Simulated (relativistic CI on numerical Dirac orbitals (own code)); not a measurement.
**What each ingredient does to the levels of Zn⁺**

Base calculation: Dirac-Coulomb-Breit CI, orbitals from a KLI potential per configuration, model QED, valence Slater integrals scaled by 0.85, P86 correlation energy added to each configuration.

Configuration list (outside the closed core [Ar]): 3d¹⁰4s, 3d¹⁰4p, 3d⁹4s², 3d¹⁰5s, 3d¹⁰4d, 3d¹⁰5p, 3d¹⁰4f, 3d⁹4s4p, 3d¹⁰6s, 3d¹⁰5d, 3d¹⁰6p, 3d¹⁰7s, 3d¹⁰5g, 3d¹⁰5f, 3d¹⁰6d, 3d¹⁰7p. Levels of other configurations are missing.

The lowest level and the first level of each name with at least 55 % of one term (blank where a level has no safe partner in the second run):

```tsv
Level	Base (cm⁻¹)	Shift (cm⁻¹)
3d¹⁰4s ²S1/2	0.0	0.0
3d¹⁰4p ²P°1/2	45256.5	+126.2
3d¹⁰4p ²P°3/2	45966.6	+127.3
3d⁹4s² ²D5/2	58176.4	+12.9
3d⁹4s² ²D3/2	60823.3	-2.7
3d¹⁰5s ²S1/2	82683.5	0.0
3d¹⁰4d ²D3/2	89941.6	-4.9
3d¹⁰4d ²D5/2	89981.2	-4.5
3d⁹4s4p ⁴P°5/2	91477.8	+1321.7
3d⁹4s4p ⁴P°3/2	93025.8	+1267.6
3d⁹4s4p ⁴F°9/2	93959.9	+1063.9
3d⁹4s4p ⁴F°7/2	94112.9	+1040.3
3d⁹4s4p ⁴P°1/2	94188.8	+1328.6
3d⁹4s4p ⁴F°5/2	94575.5	+1023.7
3d¹⁰5p ²P°1/2	95226.4	+30.1
3d¹⁰5p ²P°3/2	95400.6	+94.5
3d⁹4s4p ⁴F°3/2	95446.8	+1072.7
3d⁹4s4p ⁴D°7/2	97523.2	+643.0
3d⁹4s4p ⁴D°3/2	98774.9	+604.5
3d⁹4s4p ⁴D°1/2	99342.7	+618.5
3d⁹4s4p ²F°7/2	99859.7	+621.0
3d⁹4s4p ²D°3/2	101030.7	+394.0
```

Correlation outside the listed configurations is missing or only estimated: errors of thousands of cm⁻¹ between configurations and terms are usual at this charge. Rates and lifetimes follow the computed energies and can be off by large factors. The fine structure of a lone outer electron comes out too small, for d and f at times inverted, and misplaced configurations move strength between like terms. 11 of the 11 excited levels that our extract of the measured tables holds in this range could be paired (the sources list more); they are missed by 5231 cm⁻¹ on average and 6979 at most, and levels without a partner can miss by more.

Task: One thing was changed in a second run, which moved the levels as shown. Which?
A. configuration mixing switched off
B. valence Slater integrals scaled by 0.75
C. Breit term removed
D. self-excluded LDA correlation estimate
E. non-relativistic limit
F. QED terms removed

Result: B. Valence Slater integrals scaled by 0.75. Scaling acts on the splittings between terms and on the mixing, and leaves the fine structure of pure LS terms nearly alone; in jj coupling it moves the levels of one term differently.

LS names give the leading component of a level, which can be under half, so a name can repeat, a term be missing and a line seem to break the LS rules.
